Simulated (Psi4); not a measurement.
Level of theory: SAPT0/jun-cc-pVDZ, frozen core in Psi4.

Psi4 input:

```
molecule {
0 1
C -1.27790168 0.20892892 -0.01890903
C 0.01109049 -0.35917021 0.53259546
C 1.27257305 -0.03715039 -0.23750253
O 0.03181281 -1.03365954 1.53557411
H -1.21367771 1.29804064 -0.08392831
H -2.11288936 -0.07347427 0.61763867
H -1.44684883 -0.15899394 -1.03416962
H 1.18229463 -0.37762043 -1.27206298
H 1.42390972 1.04486338 -0.27320922
H 2.12963687 -0.51176417 0.23397346
--
0 1
Se 1.97978544 -2.50897548 2.59443405
H 2.67645511 -3.46325636 3.46972228
H 0.74487116 -2.63697294 3.38230038
units angstrom
symmetry c1
no_reorient
no_com
}
set basis jun-cc-pvdz
set scf_type df
set freeze_core true
energy('sapt0')
```

Part of the output:

```
    SAPT Results
  --------------------------------------------------------------------------------------------------------
    Electrostatics                -16.98008098 [mEh]     -10.65516168 [kcal/mol]     -44.58119646 [kJ/mol]
      Elst10,r                    -16.98008098 [mEh]     -10.65516168 [kcal/mol]     -44.58119646 [kJ/mol]

    Exchange                       27.60480726 [mEh]      17.32227808 [kcal/mol]      72.47641148 [kJ/mol]
      Exch10                       27.60480726 [mEh]      17.32227808 [kcal/mol]      72.47641148 [kJ/mol]
      Exch10(S^2)                  27.20103953 [mEh]      17.06891000 [kcal/mol]      71.41631945 [kJ/mol]

    Induction                      -5.11571964 [mEh]      -3.21016254 [kcal/mol]     -13.43132005 [kJ/mol]
      Ind20,r                     -22.29161047 [mEh]     -13.98819675 [kcal/mol]     -58.52661522 [kJ/mol]
      Exch-Ind20,r                 19.13819925 [mEh]      12.00940134 [kcal/mol]      50.24733522 [kJ/mol]
      delta HF,r (2)               -1.96230842 [mEh]      -1.23136712 [kcal/mol]      -5.15204005 [kJ/mol]

    Dispersion                     -6.26188817 [mEh]      -3.92939415 [kcal/mol]     -16.44058513 [kJ/mol]
      Disp20                       -7.89863657 [mEh]      -4.95646928 [kcal/mol]     -20.73786745 [kJ/mol]
      Exch-Disp20                   1.63674839 [mEh]       1.02707512 [kcal/mol]       4.29728231 [kJ/mol]
      Disp20 (SS)                  -3.94931828 [mEh]      -2.47823464 [kcal/mol]     -10.36893372 [kJ/mol]
      Disp20 (OS)                  -3.94931828 [mEh]      -2.47823464 [kcal/mol]     -10.36893372 [kJ/mol]
      Exch-Disp20 (SS)              0.80454639 [mEh]       0.50486048 [kcal/mol]       2.11233626 [kJ/mol]
      Exch-Disp20 (OS)              0.83220200 [mEh]       0.52221464 [kcal/mol]       2.18494605 [kJ/mol]

  Total HF                          5.50900665 [mEh]       3.45695386 [kcal/mol]      14.46389497 [kJ/mol]
  Total SAPT0                      -0.75288152 [mEh]      -0.47244029 [kcal/mol]      -1.97669017 [kJ/mol]
```
